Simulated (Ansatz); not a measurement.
A run for Ansatz (a quantum-chemistry and plane-wave program): R-B2PLYP/def2-TZVPPD on HF (SMILES F). Files ending in .json are basis or fitting sets from the Basis Set Exchange.

Ansatz 0.2 input:
```yaml
crystal:
  periodic: [false, false, false]
  atoms:
    - {symbol: F, position_ang: [0.00360347, -0.14085454, -0.34291483]}
    - {symbol: H, position_ang: [0.12754265, -0.35383949, 0.56339649]}
basis:
  gaussian:
    orbitals: def2-TZVPPD.json
hamiltonian:
  xc: {name: B2PLYP}
magnetization: {spin_polarized: false}
correlation: {electrons: outside_noble_gas}
scf: {lower_state_search: off}
```

Program output:

```
WARN ansatz: RAYON_NUM_THREADS=1 ignored (pool sized by the plan → 1); use --threads N
Functional definition: B2PLYP
these checks for a lower state are left out or cut short: stability, starts, cluster_reference, orbital_swaps, neighbouring_geometries, increment
integrals: 0.01 GiB planned
354 factors; integrals over basis functions are off by at most 1.2e-3 eV
mean field: 0.09 GiB planned
mean field evaluation 1: about -2729.5192 eV, gradient 2.9e1 eV
mean field evaluation 2: about -2729.5194 eV, gradient 2.9e1 eV
mean field evaluation 4: about -2730.7501 eV, gradient 7.2e-1 eV
mean field evaluation 8: about -2730.7515 eV, gradient 4.1e-3 eV
mean field -2730.75145105 eV, -100.3532648561 hartree, gradient 3.5e-6 eV, S^2 0.000000; 0 other end points of the search recorded, 0 dependent functions left out
1 core orbitals not correlated
reference -2730.75155727 eV, -100.3532687599 hartree; 4, 4 occupied and 52, 52 virtual orbitals, 354 factors
second order -8.75274885 eV of doubles, -0.00000000 eV of singles
Total energy: -2733.11479946 eV, -100.4401163085 hartree
Checks for a lower state left out: stability, starts, cluster_reference, orbital_swaps, neighbouring_geometries, increment
```

Self-consistency was reached.

Cost: around 0.5 core-seconds (rough).
